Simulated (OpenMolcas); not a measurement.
# Lines of Os5+: computed and rescaled rates

```
Program             : OpenMolcas 26.06
Method              : CASSCF
Basis               : ANO-RCC-VQZP [9s8p6d4f3g2h]
Scalar Hamiltonian  : DKH2, point nucleus
Active space        : 3 electrons in 10 orbitals (5d 6d)
State averaging     : 2S+1 = 4 even, 10 roots; 2S+1 = 2 even, 35 roots kept (CI in the orbitals of an earlier block)
Spin-orbit coupling : state interaction with AMFI integrals over the reference wave functions, term energies averaged over their components
```

Rates come from the transition moments of the reference wave functions (E1 and E2 in the length form). At fixed line strength A goes as λ^-3 for E1 and M1 and as λ^-5 for E2, so a rate at the computed wavelength can be rescaled to the measured one. Measured vacuum wavelengths follow from level energies in the list in Brasseur, Palmeri and Quinet, Atoms 13, 11 (2025). Branching counts decays inside the model space alone, at computed energies, and the table is only a selection of the E2 and M1 lines, drawn from those between levels with measured partners whose computed energy lies within a factor of 1.5 of the measured one.

```json
{"Upper": "5d³ ²D_5/2", "Lower": "5d³ ⁴F_7/2", "Type": "M1", "λ computed (nm)": "368.9", "λ measured (nm)": "435.3", "A computed (s-1)": "3.35e+01", "A rescaled (s-1)": "", "Branching %": "66.3"}
{"Upper": "5d³ ²P_1/2", "Lower": "5d³ ⁴P_1/2", "Type": "M1", "λ computed (nm)": "766.5", "λ measured (nm)": "827.3", "A computed (s-1)": "3.32e+01", "A rescaled (s-1)": "", "Branching %": "92.2"}
{"Upper": "5d³ ²G_7/2", "Lower": "5d³ ⁴F_5/2", "Type": "M1", "λ computed (nm)": "537.4", "λ measured (nm)": "605.2", "A computed (s-1)": "2.60e+01", "A rescaled (s-1)": "", "Branching %": "71.6"}
{"Upper": "5d³ ²G_9/2 [57 %]", "Lower": "5d³ ²H_9/2 [58 %]", "Type": "M1", "λ computed (nm)": "751.1", "λ measured (nm)": "769.8", "A computed (s-1)": "2.36e+01", "A rescaled (s-1)": "", "Branching %": "40.5"}
{"Upper": "5d³ ²G_9/2 [57 %]", "Lower": "5d³ ²G_7/2", "Type": "M1", "λ computed (nm)": "711.1", "λ measured (nm)": "709.2", "A computed (s-1)": "2.36e+01", "A rescaled (s-1)": "2.38e+01", "Branching %": "40.4"}
{"Upper": "5d³ ²H_9/2 [58 %]", "Lower": "5d³ ⁴F_9/2 [67 %]", "Type": "M1", "λ computed (nm)": "973.2", "λ measured (nm)": "1070", "A computed (s-1)": "1.25e+01", "A rescaled (s-1)": "", "Branching %": "51.7"}
{"Upper": "5d³ ²H_9/2 [58 %]", "Lower": "5d³ ⁴F_7/2", "Type": "M1", "λ computed (nm)": "706.1", "λ measured (nm)": "794.6", "A computed (s-1)": "1.17e+01", "A rescaled (s-1)": "", "Branching %": "48.3"}
{"Upper": "5d³ ²G_7/2", "Lower": "5d³ ⁴F_7/2", "Type": "M1", "λ computed (nm)": "745.5", "λ measured (nm)": "871.4", "A computed (s-1)": "1.02e+01", "A rescaled (s-1)": "", "Branching %": "28.1"}
{"Upper": "5d³ ²G_9/2 [57 %]", "Lower": "5d³ ⁴F_7/2", "Type": "M1", "λ computed (nm)": "364", "λ measured (nm)": "391", "A computed (s-1)": "7.29e+00", "A rescaled (s-1)": "", "Branching %": "12.5"}
{"Upper": "5d³ ⁴F_5/2", "Lower": "5d³ ⁴F_3/2", "Type": "M1", "λ computed (nm)": "1771", "λ measured (nm)": "1563", "A computed (s-1)": "7.06e+00", "A rescaled (s-1)": "1.03e+01", "Branching %": "100.0"}
{"Upper": "5d³ ²D_5/2", "Lower": "5d³ ⁴F_5/2", "Type": "M1", "λ computed (nm)": "309.6", "λ measured (nm)": "356.9", "A computed (s-1)": "6.42e+00", "A rescaled (s-1)": "", "Branching %": "12.7"}
{"Upper": "5d³ ²H_11/2", "Lower": "5d³ ⁴F_9/2 [67 %]", "Type": "M1", "λ computed (nm)": "517.7", "λ measured (nm)": "572.2", "A computed (s-1)": "6.05e+00", "A rescaled (s-1)": "", "Branching %": "53.3"}
{"Upper": "5d³ ²H_11/2", "Lower": "5d³ ²H_9/2 [58 %]", "Type": "M1", "λ computed (nm)": "1106", "λ measured (nm)": "1230", "A computed (s-1)": "5.29e+00", "A rescaled (s-1)": "3.85e+00", "Branching %": "46.6"}
{"Upper": "5d³ ⁴F_7/2", "Lower": "5d³ ⁴F_5/2", "Type": "M1", "λ computed (nm)": "1926", "λ measured (nm)": "1981", "A computed (s-1)": "5.27e+00", "A rescaled (s-1)": "4.84e+00", "Branching %": "100.0"}
{"Upper": "5d³ ²D_5/2", "Lower": "5d³ ⁴P_5/2", "Type": "M1", "λ computed (nm)": "941.6", "λ measured (nm)": "1043", "A computed (s-1)": "3.80e+00", "A rescaled (s-1)": "", "Branching %": "7.5"}
{"Upper": "5d³ ²G_9/2 [57 %]", "Lower": "5d³ ⁴F_9/2 [67 %]", "Type": "M1", "λ computed (nm)": "423.9", "λ measured (nm)": "447.6", "A computed (s-1)": "3.40e+00", "A rescaled (s-1)": "", "Branching %": "5.8"}
{"Upper": "5d³ ⁴P_1/2", "Lower": "5d³ ⁴F_3/2", "Type": "M1", "λ computed (nm)": "528.8", "λ measured (nm)": "596.2", "A computed (s-1)": "1.99e+00", "A rescaled (s-1)": "", "Branching %": "75.2"}
{"Upper": "5d³ ⁴P_5/2", "Lower": "5d³ ⁴F_7/2", "Type": "M1", "λ computed (nm)": "606.6", "λ measured (nm)": "747.1", "A computed (s-1)": "1.60e+00", "A rescaled (s-1)": "", "Branching %": "10.6"}
{"Upper": "5d³ ⁴P_5/2", "Lower": "5d³ ⁴F_5/2", "Type": "M1", "λ computed (nm)": "461.3", "λ measured (nm)": "542.6", "A computed (s-1)": "1.43e+00", "A rescaled (s-1)": "", "Branching %": "9.5"}
{"Upper": "5d³ ²P_1/2", "Lower": "5d³ ⁴F_3/2", "Type": "M1", "λ computed (nm)": "312.9", "λ measured (nm)": "346.5", "A computed (s-1)": "1.40e+00", "A rescaled (s-1)": "", "Branching %": "3.9"}
{"Upper": "5d³ ⁴F_9/2 [67 %]", "Lower": "5d³ ⁴F_7/2", "Type": "M1", "λ computed (nm)": "2573", "λ measured (nm)": "3092", "A computed (s-1)": "1.23e+00", "A rescaled (s-1)": "7.09e-01", "Branching %": "100.0"}
{"Upper": "5d³ ²P_1/2", "Lower": "5d³ ⁴F_3/2", "Type": "E2", "λ computed (nm)": "312.9", "λ measured (nm)": "346.5", "A computed (s-1)": "5.98e-01", "A rescaled (s-1)": "", "Branching %": "1.7"}
{"Upper": "5d³ ²P_1/2", "Lower": "5d³ ⁴F_5/2", "Type": "E2", "λ computed (nm)": "380.1", "λ measured (nm)": "445.2", "A computed (s-1)": "4.64e-01", "A rescaled (s-1)": "", "Branching %": "1.3"}
{"Upper": "5d³ ⁴P_1/2", "Lower": "5d³ ⁴F_3/2", "Type": "E2", "λ computed (nm)": "528.8", "λ measured (nm)": "596.2", "A computed (s-1)": "3.62e-01", "A rescaled (s-1)": "1.99e-01", "Branching %": "13.7"}
{"Upper": "5d³ ⁴P_1/2", "Lower": "5d³ ⁴F_5/2", "Type": "E2", "λ computed (nm)": "753.9", "λ measured (nm)": "963.9", "A computed (s-1)": "3.20e-02", "A rescaled (s-1)": "9.37e-03", "Branching %": "1.2"}
```

Spin-changing lines and M1 lines between different terms are not rescaled, since their strength hangs on the term gaps too.

The largest correction is for 5d³ ⁴P_1/2 → 5d³ ⁴F_5/2 (E2): 3.20e-02 × (753.9 / 963.9)^5 = 9.37e-03 s-1, a factor of 0.29.

These are rates of the free ion; in crystals, glasses and complexes forced electric-dipole and non-radiative decay shorten such lifetimes by orders of magnitude. No measured rate stands beside these. Rescaling mends the energy factor alone: line strengths can still be far off where a level mixes with configurations outside the active space, and weak or spin-changing lines hang on small mixing coefficients that depend on the term gaps too, so rescaling need not improve them.

Without dynamic correlation excited terms often stand tens of per cent too high (terms of higher spin than the ground term too low), and those without a measured partner can miss by more than the paired ones. Terms from blocks run as CI alone lack orbitals of their own. Active for correlation alone: 6d; no level in the range computed is led by a configuration that fills it, so any true level of that kind is missing. Measured partners are found by configuration, term and J. A level has none where our copy of the source lacks it or the pairing is in doubt (some pairs that miss far off the trend of their configuration count as doubtful). Only configurations of the active space appear.

A share in square brackets marks a mixed level and gives the weight of the term that names it.
